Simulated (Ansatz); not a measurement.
Pulling on the C2–H6 bond in CH6Sn (SMILES [CH3][SnH3]) (multiplicity 1 held, fragments rigid). Energies count from the point at 1.089 Å.
Geometry at that point (charge 0, multiplicity 1):
```xyz
8

Sn    -0.3009     0.0325    -0.0063
C      1.8445    -0.1990     0.0387
H     -0.9763    -0.9758    -1.2170
H     -0.7100     1.6612    -0.3500
H     -0.9713    -0.3988     1.5112
H      2.0994    -1.2346     0.2573
H      2.2688     0.4430     0.8088
H      2.2656     0.0760    -0.9269
```

Signs of static correlation in def2-TZVPP, with CASSCF(2,2), from Ansatz (a program for electronic structure) runs.

```tsv
R (Å)	T1 of restricted CCSD	⟨S²⟩ of UHF	largest double amplitude of restricted CCSD	weight of the CASSCF reference in MRCISD	CASSCF natural occupations
0.871	0.009	0.000	0.033	0.894	1.99 0.01
0.980	0.009	0.000	0.034	0.894	1.99 0.01
1.089	0.009	0.000	0.034	0.893	1.98 0.02
1.198	0.009	0.000	0.033	0.893	1.98 0.02
1.306	0.010	0.000	0.033	0.892	1.97 0.03
1.470	0.011	0.000	0.031	0.892	1.94 0.06
1.633	0.013	0.000	0.047	0.892	1.91 0.09
1.905	[?]	0.536	0.115	0.892	1.83 0.17
2.177	0.028	0.797	0.240	0.892	1.72 0.28
2.504	[?]	0.928	0.381	0.893	1.54 0.46
2.940	0.063	0.988	0.559	0.893	1.33 0.67
3.484	0.081	1.007	0.737	0.893	1.16 0.84
```

### Question
Complete the blanks.

### Answer

- 1.905, T1 of restricted CCSD: 0.019
- 2.504, T1 of restricted CCSD: 0.043

Doubts at one or more of the structures used: a restricted determinant that unrestricted orbitals would lower (R-CCSD(T)/def2-TZVPP); other coupled-cluster roots lie near (R-CCSD(T)/def2-TZVPP); T1 above 0.05 (R-CCSD(T)/def2-TZVPP, U-CCSD(T)/def2-TZVPP); a spin-contaminated determinant (U-CCSD(T)/def2-TZVPP).
